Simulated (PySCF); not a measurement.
# Cr(2+) (chromium, charge +2): UHF calculation

Configuration: [Ar] 3d3 4p1, one real determinant (an excited configuration). Computed with PySCF 2.14 in aug-cc-pVDZ-DK (7s6p4d2f, 59 functions), with scalar relativity by spin-free X2C-1e.

| Quantity | Value |
| --- | --- |
| Total energy | -1048.464765 hartree |
| One-electron energy | -1420.6715 hartree |
| Hartree (Coulomb) energy | 419.4908 hartree |
| Exchange energy | -47.2840 hartree |
| ⟨S²⟩ | 6.0022 |
| ⟨L²⟩ | 14.029 |
| Sum of ⟨r⟩ | 16.14 bohr |
| Sum of ⟨r²⟩ | 24.23 bohr² |
| Traceless quadrupole moment −½Σ⟨3z² − r²⟩ along its main axis | -4.31 e·bohr² |
| Langevin diamagnetic susceptibility | -19.2 ×10⁻⁶ cm³/mol |

| shell | electrons | mean orbital energy (hartree) | spread (hartree) | rms radius, mean of both spins (bohr) |
| --- | --- | --- | --- | --- |
| 1s α | 1 | -223.25473 | 0 | 0.0734 |
| 1s β | 1 | -223.25141 | 0 | 0.0734 |
| 2s α | 1 | -27.85719 | 0 | 0.316 |
| 2s β | 1 | -27.77230 | 0 | 0.316 |
| 2p α | 3 | -23.49467 | 0.00274 | 0.287 |
| 2p β | 3 | -23.40740 | 0.00388 | 0.287 |
| 3s α | 1 | -4.63205 | 0 | 0.953 |
| 3s β | 1 | -4.37788 | 0 | 0.953 |
| 3p α | 3 | -3.34847 | 0.00104 | 1.03 |
| 3p β | 3 | -3.04076 | 0.01661 | 1.03 |
| 3d α | 3 | -1.51730 | 0.00683 | 1.22 |
| 4p α | 1 | -0.68656 | 0 | 3.30 |

⟨L²⟩ = 14.03 against 20 for a pure G term, so this real determinant mixes terms.

Densities and radii are taken from the X2C orbitals without a picture-change correction, which distorts them close to the nucleus.

Spin-orbit constants ζ (cm⁻¹) from the X2C one-electron operator on these orbitals: bare nucleus, nucleus screened by l(l+1)(2l+1)/3 electrons, and screened by the Breit-Pauli mean field of the electrons.

| shell | bare | screened nucleus | mean field |
| --- | --- | --- | --- |
| 2p | 49450 | 45330 | 43460 |
| 3p | 5738 | 5259 | 5008 |
| 3d | 561.2 | 327.4 | 294.0 |
| 4p | 417.0 | 382.2 | 361.5 |

To first order the Landé constant is A = 77.72 cm⁻¹, so the lowest level has J = 2 and lies 0.0964 eV below the centre of the term. This holds in LS coupling only.
